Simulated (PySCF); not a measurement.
Compound: C6H12O2 (charge +1 and doublet state).
Cartesian coordinates in Å at the GFN2-xTB level; atoms count from 1:
```xyz
20
C6H12O2 angstrom
C     -2.778    0.167   -1.458
C     -1.953   -0.289   -0.490
C     -2.396   -1.176    0.602
C     -0.515    0.111   -0.506
O      0.188   -0.466    0.551
C      1.544   -0.187    0.645
O      1.952    0.690   -0.335
C      3.315    1.061   -0.311
H     -2.435    0.816   -2.247
H     -3.819   -0.109   -1.476
H     -1.800   -2.090    0.603
H     -2.194   -0.704    1.566
H     -3.451   -1.420    0.525
H     -0.426    1.213   -0.471
H     -0.052   -0.163   -1.472
H      1.733    0.211    1.665
H      2.092   -1.153    0.584
H      3.449    1.758   -1.135
H      3.964    0.192   -0.453
H      3.577    1.549    0.632
```

The hyperfine couplings belong to this conformer and change with its torsions.

The species is `[CH2+][C](C)COCOC` [radical] (charge +1).

Computed, not measured: UKS B3LYP, pcH-1 on C H O, non-relativistic, mean-field spin-orbit, GIAO (PySCF). Geometry: GFN2-xTB, one conformer, isolated ion. The geometry wasn't refined by DFT: couplings that depend on bond lengths, twists or pyramidal angles can differ widely from those at the functional's own minimum, by a factor of two or more for some ions and for spin on atoms past the first row. No stability test was run, so a lower SCF solution isn't excluded.

Principal values of hyperfine tensors in MHz (contact and dipolar terms together), for some of the nuclei:

```json
{"atom": "H15", "isotope": "1H", "A1": "169.81", "A2": "175.13", "A3": "185.69"}
{"atom": "H17", "isotope": "1H", "A1": "126.93", "A2": "128.78", "A3": "137.18"}
{"atom": "H16", "isotope": "1H", "A1": "117.64", "A2": "119.58", "A3": "127.88"}
{"atom": "H12", "isotope": "1H", "A1": "44.75", "A2": "47.78", "A3": "51.57"}
{"atom": "H11", "isotope": "1H", "A1": "42.52", "A2": "45.71", "A3": "49.28"}
{"atom": "C1", "isotope": "13C", "A1": "-6.47", "A2": "-5.63", "A3": "88.81"}
{"atom": "H10", "isotope": "1H", "A1": "-40.31", "A2": "-27.81", "A3": "-7.73"}
{"atom": "H9", "isotope": "1H", "A1": "-38.11", "A2": "-27.41", "A3": "-7.93"}
```

Problem. Split each tensor into its isotropic and traceless parts, and turn a_iso into mT with g = 2.0051.

Solution. a_iso is a third of the trace, T = A − a_iso, and a(mT) = a(MHz)/(g × 13.996).

```json
{"atom": "H15", "a_iso (MHz)": "176.88", "a_iso (mT)": "6.303", "T1": "-7.07", "T2": "-1.74", "T3": "8.81"}
{"atom": "H17", "a_iso (MHz)": "130.96", "a_iso (mT)": "4.667", "T1": "-4.03", "T2": "-2.18", "T3": "6.21"}
{"atom": "H16", "a_iso (MHz)": "121.70", "a_iso (mT)": "4.337", "T1": "-4.06", "T2": "-2.12", "T3": "6.17"}
{"atom": "H12", "a_iso (MHz)": "48.04", "a_iso (mT)": "1.712", "T1": "-3.28", "T2": "-0.26", "T3": "3.54"}
{"atom": "H11", "a_iso (MHz)": "45.84", "a_iso (mT)": "1.633", "T1": "-3.32", "T2": "-0.12", "T3": "3.45"}
{"atom": "C1", "a_iso (MHz)": "25.57", "a_iso (mT)": "0.911", "T1": "-32.04", "T2": "-31.20", "T3": "63.24"}
{"atom": "H10", "a_iso (MHz)": "-25.28", "a_iso (mT)": "-0.901", "T1": "-15.03", "T2": "-2.53", "T3": "17.56"}
{"atom": "H9", "a_iso (MHz)": "-24.48", "a_iso (mT)": "-0.872", "T1": "-13.63", "T2": "-2.93", "T3": "16.56"}
```

Problem. What spin density at the nucleus of H17 lies behind its contact coupling (g_N = 5.58569)?

Solution. a_FC = (2μ0/3) gₑ μB g_N μN ρ(0)/(2S·h) = 800.24 MHz × g_N × ρ(0)/(2S), with ρ in bohr⁻³. With a_FC = 130.96 MHz and 2S = 1, ρ(0) = 0.0293 bohr⁻³. In magnitude that is 9.2 % of the 1/π = 0.318 of a free hydrogen atom.

Problem. H14 (1H, g_N = 5.58569) isn't in the table. Its spin density at the nucleus is 0.04028 bohr⁻³. What is its contact coupling?

Solution. By the same relation, a_FC = 180.1 MHz. Its full tensor has the principal values 172.94, 178.19, 189.07 MHz.

Problem. Which nucleus of the table has the largest anisotropic coupling, and what is its form?

Solution. C1: -32.0, -31.2, 63.2 MHz, axial, in the ratio −1:−1:+2, the form that spin in one p orbital centred on that nucleus gives.

Problem. In a single crystal, with the field along each principal axis of the tensor of H17 in turn, what first-order splitting does this nucleus give (isotropic g, quadrupole terms neglected)?

Solution. 2 lines (I = 1/2), spaced by |A_i|/(g × 13.996): 4.52, 4.59, 4.89 mT along the axes of A1, A2 and A3.

The run took 1.8 min wall (grids of density and orbitals included) on an Arm Neoverse V2 with one thread, no GPU, on a shared host, and the process peaked at 1.1 GiB of memory.

The SMILES draws the unpaired electron on C2; the largest computed Mulliken spin population is on C1 (0.40 against 0.08).
